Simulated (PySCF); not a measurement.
C₅H₈O, triplet, geometry from GFN2-xTB (a higher spin typed on purpose: for a closed-shell molecule this is an excited state) (in this run its highest filled SCF level lies above zero, so its values depend strongly on the basis, on diffuse functions most of all); PySCF with PBE/STO-3G.

Input for PySCF:
```python
from pyscf import gto, scf, dft

mol = gto.M(
    atom='''
O     0.86318930    1.82604388   -0.65881689
C     0.39416067    0.88422217    0.06974762
C     1.13548103   -0.47991020    0.11471549
C     0.05562020   -1.54252433   -0.04971133
C    -1.18906207   -0.88629544    0.53748609
C    -1.11138974    0.53601838    0.00457658
H     1.91035789   -0.51433876   -0.65290987
H     1.61432395   -0.53869309    1.09695873
H     0.32764508   -2.47140952    0.45320862
H    -0.10284519   -1.75573624   -1.10776262
H    -1.13334590   -0.88192814    1.62670763
H    -2.11348883   -1.37874922    0.23573412
H    -1.44973251    0.59703053   -1.03669143
H    -1.66728948    1.26641014    0.59440322
''',
    basis='sto-3g',
    spin=2,
    verbose=4,
)

mf = dft.UKS(mol)
mf.xc = 'pbe'
mf.grids.level = 5
mf.kernel()
```

The log (banner, timings and long lists left out):

```
PySCF version 2.14.0

[INPUT] verbose = 4
[INPUT] num. atoms = 14
[INPUT] num. electrons = 46
[INPUT] charge = 0
[INPUT] spin (= nelec alpha-beta = 2S) = 2
[INPUT] symmetry False subgroup None
[INPUT] Mole.unit = angstrom
[INPUT] Symbol           X                Y                Z      unit          X                Y                Z       unit  Magmom
[INPUT]  1 O      0.863189300000   1.826043880000  -0.658816890000 AA    1.631191370655   3.450722824638  -1.244983488338 Bohr   0.0
[INPUT]  2 C      0.394160670000   0.884222170000   0.069747620000 AA    0.744855715375   1.670937734569   0.131803899640 Bohr   0.0
[INPUT]  3 C      1.135481030000  -0.479910200000   0.114715490000 AA    2.145748166339  -0.906898842385   0.216780858345 Bohr   0.0
[INPUT]  4 C      0.055620200000  -1.542524330000  -0.049711330000 AA    0.105106944994  -2.914948524178  -0.093940798988 Bohr   0.0
[INPUT]  5 C     -1.189062070000  -0.886295440000   0.537486090000 AA   -2.247001657408  -1.674855647051   1.015701505863 Bohr   0.0
[INPUT]  6 C     -1.111389740000   0.536018380000   0.004576580000 AA   -2.100222226252   1.012927935933   0.008648482787 Bohr   0.0
[INPUT]  7 H      1.910357890000  -0.514338760000  -0.652909870000 AA    3.610053212002  -0.971959391648  -1.233820838325 Bohr   0.0
[INPUT]  8 H      1.614323950000  -0.538693090000   1.096958730000 AA    3.050630141826  -1.017982405296   2.072951569651 Bohr   0.0
[INPUT]  9 H      0.327645080000  -2.471409520000   0.453208620000 AA    0.619159467261  -4.670287134443   0.856440169092 Bohr   0.0
[INPUT] 10 H     -0.102845190000  -1.755736240000  -1.107762620000 AA   -0.194349242329  -3.317860640574  -2.093367962831 Bohr   0.0
[INPUT] 11 H     -1.133345900000  -0.881928140000   1.626707630000 AA   -2.141713355399  -1.666602646147   3.074031905440 Bohr   0.0
[INPUT] 12 H     -2.113488830000  -1.378749220000   0.235734120000 AA   -3.993915056027  -2.605458420258   0.445472925015 Bohr   0.0
[INPUT] 13 H     -1.449732510000   0.597030530000  -1.036691430000 AA   -2.739597397778   1.128224189704  -1.959062878384 Bohr   0.0
[INPUT] 14 H     -1.667289480000   1.266410140000   0.594403220000 AA   -3.150720487568   2.393168325972   1.123259293360 Bohr   0.0

nuclear repulsion = 234.812485985941
number of shells = 26
number of NR pGTOs = 114
number of NR cGTOs = 38
basis = sto-3g
ecp = {}

******** <class 'pyscf.dft.uks.UKS'> ********
method = UKS
initial guess = minao
damping factor = 0
level_shift factor = 0
DIIS = <class 'pyscf.scf.diis.CDIIS'>
diis_start_cycle = 1
diis_space = 8
diis_damp = 0
SCF conv_tol = 1e-09
SCF conv_tol_grad = None
SCF max_cycles = 50
direct_scf = True
direct_scf_tol = 1e-13
number electrons alpha = 24  beta = 22
XC library pyscf.dft.libxc version 7.1.2
    S. Lehtola, C. Steigemann, M. J. T. Oliveira, and M. A. L. Marques,  SoftwareX 7, 1–5 (2018)
XC functionals = pbe
    J. P. Perdew, K. Burke, and M. Ernzerhof,  Phys. Rev. Lett. 77, 3865 (1996)
    J. P. Perdew, K. Burke, and M. Ernzerhof,  Phys. Rev. Lett. 78, 1396 (1997)
    J. P. Perdew, K. Burke, and M. Ernzerhof,  Phys. Rev. Lett. 77, 3865 (1996)
    J. P. Perdew, K. Burke, and M. Ernzerhof,  Phys. Rev. Lett. 78, 1396 (1997)
radial grids:
    Treutler-Ahlrichs [JCP 102, 346 (1995); DOI:10.1063/1.469408] (M4) radial grids

becke partition: Becke, JCP 88, 2547 (1988); DOI:10.1063/1.454033
pruning grids: <function nwchem_prune>
grids dens level: 5
symmetrized grids: False
atomic radii adjust function: <function treutler_atomic_radii_adjust>
small_rho_cutoff = 0
Set gradient conv threshold to 3.16228e-05
tot grids = 446192
init E= -267.3246392046

cycle= 1 E= -266.672365543691  delta_E= 0.652  |g|= 0.258  |ddm|= 3.46

cycle= 2 E= -266.497575967993  delta_E= 0.175  |g|= 0.59  |ddm|= 1.11

cycle= 3 E= -266.729461793568  delta_E= -0.232  |g|= 0.0582  |ddm|= 0.753

cycle= 4 E= -266.731877314975  delta_E= -0.00242  |g|= 0.0275  |ddm|= 0.124

cycle= 5 E= -266.732331718559  delta_E= -0.000454  |g|= 0.00452  |ddm|= 0.0354

cycle= 6 E= -266.732345051323  delta_E= -1.33e-05  |g|= 0.00137  |ddm|= 0.0084

cycle= 7 E= -266.732346565686  delta_E= -1.51e-06  |g|= 0.000302  |ddm|= 0.00271

cycle= 8 E= -266.732346626423  delta_E= -6.07e-08  |g|= 0.000117  |ddm|= 0.00056

cycle= 9 E= -266.732346635325  delta_E= -8.9e-09  |g|= 2.26e-05  |ddm|= 0.000177

cycle= 10 E= -266.732346635823  delta_E= -4.98e-10  |g|= 5.07e-06  |ddm|= 5.22e-05

Extra cycle  E= -266.732346635834  delta_E= -1.1e-11  |g|= 4.54e-06  |ddm|= 1.61e-05
converged SCF energy = -266.732346635834  <S^2> = 2.0007432  2S+1 = 3.0004954
```
